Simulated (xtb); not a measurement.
xtb input:

```bash
xtb mol.xyz --gfn 1 --sp --chrg -1 --uhf 0
```
mol.xyz:
```
8

Si    -2.06583540    -0.68172785     0.00601478
O     -0.70692358    -0.69695860     0.89774107
Si     0.92848656    -0.25068232     0.73511017
Cl     0.60186724     1.97329367     0.48794095
Cl     1.11718212    -0.75464397    -1.47500669
H     -2.15864739     0.43859473    -0.95895122
H     -2.25120440    -1.95306294    -0.74566223
H     -3.23571526    -0.57316550     0.92705305
```

Q: Predict the final energy.

A: -19.00102 Eh (GFN1-xTB).

It need not be the lowest isomer of its formula. Whether it binds its extra electron was not tested at this geometry.
